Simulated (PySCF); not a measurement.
## Computed properties of Se(Cl)(GeH3) (ClGeH3Se), SMILES Cl[Se][GeH3]

Se(Cl)(GeH3) (ClGeH3Se), SMILES Cl[Se][GeH3]. The structure is a stationary point at B3LYP-D3(BJ)/def2-SVP. The structure was generated by enumeration, and PubChem lists no compound with its InChIKey, so it may never have been made. One conformer was computed; it need not be the lowest. All values are computed for the isolated molecule unless a solvent is named; none is compared with measurement here.

**Structure.** The optimised structure has Cs symmetry. All 12 harmonic modes at B3LYP-D3(BJ)/def2-SVP (PySCF) are real, so it is a minimum. With heavy atoms numbered as in [Se:1]([Cl:2])[GeH3:3], the shortest bond between them is Se1–Cl2 at 2.229 Å and the longest Se1–Ge3 at 2.388 Å.

**Vibrations.** The strongest infrared lines (harmonic, unscaled, degenerate partners summed) lie at 806 cm⁻¹ (246 km/mol, H 97 %), 2154 cm⁻¹ (95 km/mol, H 98 %), 2130 cm⁻¹ (75 km/mol, H 99 %). The softest mode is at 102 cm⁻¹ and the zero-point energy is 15.6 kcal/mol.

**Electronic structure.** HF/def2-TZVPD (PySCF) places the frontier levels at -9.67 and 0.71 eV, a gap of 10.38 eV, and gives a dipole moment of 2.53 D and a mean polarisability of 74.1 bohr³. PBE/def2-TZVPD (PySCF) at the same geometry gives -5.80 and -3.57 eV, so its gap is 8.15 eV narrower. An orbital gap is neither the optical nor the fundamental gap.

**Excitations.** TDDFT-CAM-B3LYP/def2-SVPD (PySCF) has S1 at 2.63 eV (472 nm, f = 0.000, dark); the most intense of the 10 singlets computed lies at 6.75 eV (f = 0.11). T1 (TDA) is at 1.92 eV. TDDFT-PBE/def2-SVPD (PySCF) puts S1 at 2.47 eV.

**NMR.** GIAO shifts at HF/pcSseg-1 (PySCF) (non-relativistic, atoms alike by connectivity averaged): ¹H at 5.1 ppm against TMS. Without spin–orbit terms, shifts of atoms bonded to Cl or Br come out too high.
